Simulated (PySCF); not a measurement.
**Hg⁴⁰⁺: ionisation energy**

Hg⁴⁰⁺ [Kr] 4d4 [4d3/2^4, M_J = 0] → Hg⁴¹⁺ [Kr] 4d3 [4d3/2^3, M_J = 3/2], as a difference of total energies. Computed with PySCF 2.14 in an uncontracted even-tempered set (16 s from 4.8 bohr⁻², ratio 2.8; 14 p from 6.2 bohr⁻², ratio 2.8; 9 d from 6.2 bohr⁻², ratio 2.8; 3 f from 24 bohr⁻², ratio 3), with the two-component X2C-1e Hamiltonian. Correlated levels: [Ar] 3d10 frozen; the 90 highest virtual spinors dropped. "Screened" scales the spin-orbit matrix elements by Boettger's factors to mimic the two-electron term; Breit and QED terms are absent.

| method | ionisation energy (eV) |
| --- | --- |
| GHF (spin-free) | 1916.9 |
| GMP2 (spin-free) | 1916.9 |
| GHF (screened spin-orbit) | 1929.5 |
| GMP2 (screened spin-orbit) | 1930.0 |

Breit and QED terms and the two-electron picture change are absent.

The spin-free rows relax to the high-spin LS determinant and lack the spin-orbit shift.

The labels give the starting determinants; with spin-orbit coupling the two ends relaxed to ⟨J²⟩ = 0.00, ⟨L²⟩ = 2.52, ⟨S²⟩ = 2.52 and ⟨J²⟩ = 3.77, ⟨L²⟩ = 7.76, ⟨S²⟩ = 2.15.

For comparison: 1928 ± 4 eV (theoretical estimate listed by NIST; NIST Atomic Spectra Database, ionization energies).
